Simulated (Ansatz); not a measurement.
Species: HF₂InS, SMILES `[F][In]([F])[SH]` (F–In–S–H torsion 0°) (charge 0, multiplicity 1), formula HF$_{2}$InS.

How many basis functions does frozen-core CCSD(T)/def2-TZVPP // PBE-D3(BJ)/def2-TZVP run with Ansatz (an electronic-structure program) use, how many core orbitals are frozen, and how many electrons are correlated?

168 basis functions and 11 frozen orbitals, which leaves 34 correlated electrons (filled d shells below the valence shell are correlated). Core time is of the order of minutes.
